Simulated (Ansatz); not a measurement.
System: GaCl2, charge 1, multiplicity 1. It need not be the lowest isomer of its formula. SMILES: [Cl][Ga+][Cl]
Geometry: optimised at B3LYP-D3(BJ)/def2-TZVP (Ansatz, an electronic-structure program).

Property: vertical electron affinity (to the doublet state of charge +0; a negative value means that the extra electron is unbound and the number depends on the basis; each state is the SCF solution reached for its spin), in eV. Cores are frozen in the correlated levels unless marked. UHF or UKS for open shells. No spin-orbit coupling. Frozen are the shells of the preceding noble gas and the d and f shells that filled before the atom's block. Non-relativistic. 

| level | program | vertical electron affinity (eV) |
|---|---|---|
| SVWN5/def2-TZVPD | Ansatz | 7.22 |
| PBE/def2-TZVPD | Ansatz | 6.99 |
| r2SCAN/def2-TZVPD | Ansatz | 6.99 |
| B3LYP/def2-TZVPD | Ansatz | 7.06 |
| PBE0/def2-TZVPD | Ansatz | 6.95 |
| BHLYP/def2-TZVPD | Ansatz | 6.87 |
| CAM-B3LYP/def2-TZVPD | Ansatz | 7.05 |
| wB97M-V/def2-TZVPD | Ansatz | 6.85 |
| wB97X-V/def2-TZVPD | Ansatz | 6.81 |
| wB97X/def2-TZVPD | Ansatz | 6.87 |
| CCSD/def2-SVPD | Ansatz | 6.56 |
| CCSD/def2-TZVPPD | Ansatz | 6.54 |
| CCSD(T)/def2-SVPD | Ansatz | 6.58 |
| CCSD(T)/def2-TZVPPD | Ansatz | 6.58 |
